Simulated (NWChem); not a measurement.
A series in which one site is exchanged, each optimised at PBE0/def2-SVP with NWChem, gas phase unless a solvent is named. Low-valent species are run as closed-shell singlets; no triplet was tried in these runs. For some, no frequency run checked for a minimum. def2 effective core potentials on Sn, I; no spin-orbit coupling.

A: [Sn]([CH3])[Br] (CH₃BrSn; site = Br)
B: [CH3][Sn][Cl] (CH$_{3}$ClSn; site = Cl)
C: [CH3][Sn][I] (CH3ISn; site = I)

Values for A:

dipole (D), PBE0/def2-SVP: 2.89
vertical ionisation energy, ΔSCF, PBE/def2-SVP (eV): 8.40
static polarisability, PBE0/def2-SVPD (bohr³): 81.4

Q: How do these values change for the other members?

A: 
```csv
change from A,B,C
"dipole (D), PBE0/def2-SVP",-0.08,+0.02
"vertical ionisation energy, ΔSCF, PBE/def2-SVP (eV)",+0.11,-0.20
"static polarisability, PBE0/def2-SVPD (bohr³)",-9.5,+16.5
```
